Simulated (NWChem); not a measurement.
Molecule: CF$_{2}$, triplet; SMILES F[C]F

All runs: NWChem. Spin-unrestricted. In the optimisation the excess spin sits in a1 and b2 (C2v, its own frame). All runs use the structure optimised with B3LYP/6-31G* (spherical d), spin-unrestricted. No stability test was run on the SCF state.

For level B97-2/def2-TZVP:

```
Item                                                         Result
-----------------------------------------------------------  ------
highest occupied level (eV)                                   -5.85
lowest empty minus highest occupied level, either spin (eV)    1.29
```

**Question.** What are these values for level LC-BLYP (range parameter 0.33 per bohr)/def2-TZVP?

**Answer.** 
| Property | Result |
|---|---|
| highest occupied level (eV) | -8.62 |
| lowest empty minus highest occupied level, either spin (eV) | 6.45 |
